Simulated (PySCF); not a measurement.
# Excitation energy of Mo by level of theory

Mo [Kr] 4d5 5s1 (7S) → Mo [Kr] 4d4 5s2 (5D), as a difference of total energies. Calculation: PySCF 2.14, in aug-cc-pVTZ-PP with ECP28MDF (6s6p5d3f2g, 88 functions); scalar relativity through the core potential. Correlated levels: valence: 4s2 4p6 frozen. The calculations carry no spin-orbit coupling.

```tsv
method	excitation energy (eV)
UHF	2.201
LDA	1.884
PBE	2.009
PBE0	2.082
r2SCAN	2.327
MN15	1.480
BHandHLYP	1.438
TPSS	1.959
BLYP	1.447
MP2 (valence)	1.802
SCS-MP2 (valence)	1.042
```

Q: How much does correlation contribute at MP2 (valence)?

A: 1.802 − (2.201) = -0.399 eV, measured against UHF.
